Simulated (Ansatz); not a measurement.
C3H6BFO, SMILES FCB1CCO1.

Geometry optimised at B3LYP-D3(BJ)/def2-SVP. This is a generated structure with no PubChem entry under its InChIKey; it may be hypothetical. One conformer was computed; it need not be the lowest.

Two levels are set side by side: PBE/def2-SVPD (Ansatz, a quantum-chemistry and plane-wave program) and PBE0/def2-SVPD (Ansatz). Energy differences of separate SCF runs at the same geometry; the states with an electron removed or added have multiplicity 2 and 2. Differences are taken from unrounded values.

| quantity | PBE0 | PBE | PBE minus PBE0 |
|---|---|---|---|
| vertical ionisation energy (eV) | 10.49 | 10.05 | -0.45 |
| vertical singlet–triplet gap (eV) | 6.00 | 5.63 | -0.37 |
